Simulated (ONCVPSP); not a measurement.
# carbon (C): one change to an ONCV potential, before and after

```json
{
 "Element": "C (Z = 6)",
 "Generator": "ONCVPSP 4.0.1",
 "Type": "optimised norm-conserving Vanderbilt (ONCV)",
 "Functional": "PW91",
 "Relativity": "scalar-relativistic",
 "Frozen core": "[He]",
 "Valence charge": "4",
 "Reference configuration": "2s2 2p2",
 "Partial waves": "2s: rc 1.30 bohr, ncon 5, nbas 9, qcut 4.1 1/bohr, 2 projectors, debl 1.3 Ha; 2p: rc 1.70 bohr, ncon 3, nbas 7, qcut 7.7 1/bohr, 2 projectors, debl 2.1 Ha",
 "Local potential": "polynomial inside 1.20 bohr (lpopt 5, dvloc0 3 Ha)",
 "Core correction": "Teter function, fcfact 5.5, rcfact 1.65"
}
```

Change: s: qcut 5.7.

Cutoffs: the cutoffs (Ha) at which the residual kinetic energy of the hardest occupied pseudo-wave falls to 1 and 0.1 mHa per electron; they do not see the model core or the augmentation charge, which bear on the density cutoff. Errors are all-electron minus pseudo energies relative to the spin-unpolarised reference configuration.

**Question.** Predict the effect on cutoff, ghosts and configuration errors.

**Answer.** The potential gets softer (90 Ha and 126 Ha → 18 Ha and 104 Ha); the errors of the 4 common tests hardly move; neither file shows a bound ghost.

```tsv
quantity	base	changed
cutoff, loose	90 Ha	18 Ha
cutoff, tight	126 Ha	104 Ha
loose cutoff by channel	s 90 Ha, p 18 Ha	s 17 Ha, p 18 Ha
bound ghosts	none	none
GHOST(+) flags under 300 eV	none	none
error for 2s2 2p1, meV [ΔE 10.93 eV]	+16	+15
error for 2s2 2p0, meV [ΔE 35.16 eV]	+147	+132
error for 2s1 2p0, meV [ΔE 83.42 eV]	+243	+252
error for 2s2 2p1.5, meV [ΔE 3.99 eV]	+2.3	+2.1
s: phases at 1.32 bohr within 0.05 rad from the reference energy up to (Ha; the scan ends near 5)	to the end of the scan	to the end of the scan
p: phases at 1.73 bohr within 0.05 rad from the reference energy up to (Ha; the scan ends near 5)	to the end of the scan	to the end of the scan
rms error of d²Exc/dni dnj with the model core, mHa	1.14	0.97
```
